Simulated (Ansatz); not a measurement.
C₂H₄NOSn (`C[O][SnH][C]#N`) radical, relaxed with UKS PBE-D4/def2-SVP in Ansatz 0.2.0 from a rough embedded geometry. The force threshold is 0.03 eV/Å; the program also tests the step.

The species carries charge 0 and has multiplicity 2. Sn takes the def2 core potential.

Start:

```xyz
9

C    -1.165    0.900   -0.129
O    -0.100    0.962   -1.022
Sn    0.948   -0.746   -0.912
C     2.049   -0.748    0.816
N     2.604   -0.832    1.864
H    -1.792    0.007   -0.335
H    -1.725    1.808   -0.134
H    -0.699    0.774    0.924
H    -0.119   -2.125   -1.071
```

Question: How much energy does the relaxation release, and in how many steps? (Estimate.)

Answer: Ansatz gave: 13.11 kcal/mol, in 20 steps, 2 of them rejected.

Question: Which bonds change most? (Best estimate.)

Answer: Ansatz gave: Sn3–C4 from 2.049 to 2.160 Å; C1–H7 from 1.067 to 1.116 Å; C1–H8 from 1.159 to 1.113 Å; O2–Sn3 from 2.007 to 2.035 Å.

Question: Give the relaxed structure. (Estimate.)

Answer: Ansatz gave: 
```xyz
9

C    -1.446    0.991   -0.123
O    -0.126    0.669    0.243
Sn    0.997   -0.672   -0.797
C     2.543   -0.977    0.680
N     3.460   -1.137    1.399
H    -2.024    0.140   -0.558
H    -1.485    1.840   -0.845
H    -1.983    1.323    0.794
H     0.065   -2.176   -0.794
```
